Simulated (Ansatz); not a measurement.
A structure relaxed at PBE-D4/def2-SVP in Ansatz, charge -1, singlet:

```csv
atom,x (Å),y (Å),z (Å)
Al1,-1.7136,0.8731,-1.5295
Al2,-0.1861,-1.8947,-1.1588
Al3,1.5056,0.8608,-0.8670
Al4,-0.5666,1.8375,1.4955
Al5,1.0378,-0.9222,1.8005
N6,-0.0122,-0.0420,-1.6863
N7,-1.9281,0.8834,0.4324
N8,1.2115,-2.1039,0.2233
N9,1.0324,0.8496,1.0217
H10,-2.9028,-0.0208,-2.1872
H11,-1.6587,2.4091,-2.0334
H12,-1.5758,-2.1550,-0.3633
H13,0.1628,-2.8868,-2.3962
H14,1.7131,2.3596,-1.4381
H15,2.8271,-0.0984,-1.0658
H16,-0.5294,3.3704,0.9781
H17,-0.9109,1.6594,3.0744
H18,2.3501,-1.1265,2.7372
H19,-0.3998,-1.3126,2.4376
H20,0.2075,-0.0620,-2.6973
H21,-2.8520,1.2817,0.6589
H22,-1.9841,-0.1006,0.7536
H23,2.1323,-1.9245,-0.2150
H24,1.2283,-3.0848,0.5405
H25,1.8116,1.3501,1.4840
```

Task: Give its formula.

Result: Al₅N₄H₁₆⁻, a cluster cut from zinc blende AlN (hydrogen-capped).

Task: Summarise the bond lengths by kind (pairs closer than 1.2 times the sum of covalent radii, bridged metal pairs left out).

Result: 10 × Al–N 1.93 to 1.98 Å; 10 × Al–H 1.62 to 1.65 Å; 6 × H–N 1.03 to 1.04 Å.
